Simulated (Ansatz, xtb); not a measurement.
CH5F3Si2: which of two isomers lies lower

Structure I is `F[SiH2]C[SiH](F)F`, a singlet and structure II is `C[SiH2][Si](F)(F)F`, a singlet. Both are isolated molecules in the gas phase, relaxed with r2SCAN-D4/def2-SVP; each stands in its lowest conformer found.

Task: Estimate which is lower in electronic energy at CCSD(T)/def2-SVP + ΔMP2/def2-TZVPP, and by roughly how much.

Result: Too close to call at this level: CCSD(T)/def2-SVP + ΔMP2/def2-TZVPP gives E(II) − E(I) = +0.71 kcal/mol.

Level by level:

```
                             level            geometry  E(II) − E(I) (kcal/mol)  departure from the last row (kcal/mol)  job, with rough time for the two
                r2SCAN-D4/def2-SVP  r2SCAN-D4/def2-SVP                     −0.28                                   −0.99                optimisation, 35 s
                       HF/def2-SVP  r2SCAN-D4/def2-SVP                     +3.60                                   +2.90           part of the CCSD(T) run
                      MP2/def2-SVP  r2SCAN-D4/def2-SVP                     +2.68                                   +1.98           part of the CCSD(T) run
                  CCSD(T)/def2-SVP  r2SCAN-D4/def2-SVP                     +1.39                                   +0.68                      single point
CCSD(T)/def2-SVP + ΔMP2/def2-TZVPP  r2SCAN-D4/def2-SVP                     +0.71                                                        single point, 27 s
```

As drawn, II has 1 Si–Si, 1 C–H in place of 1 C–Si, 1 Si–H.

The largest departure from CCSD(T)/def2-SVP + ΔMP2/def2-TZVPP is that of HF/def2-SVP, 2.90 kcal/mol. Levels run at GFN2-xTB geometries aren't shown. The last row adds to CCSD(T) the change of the MP2 difference between the two basis sets, here −0.68 kcal/mol.

With harmonic frequencies from r2SCAN-D4/def2-SVP (ideal gas, rigid rotor, one conformer each, 298.15 K, 1 atm): on the last row, ΔE + ΔZPE = +1.29 kcal/mol. A mode under 50 cm⁻¹ makes harmonic enthalpies and free energies unreliable, so none is given.

The correlated steps freeze 14 core orbitals. Programs: Ansatz 0.2.0; the last row on 2 threads of Intel(R) Xeon(R) 6975P-C (Granite Rapids) on a shared host.
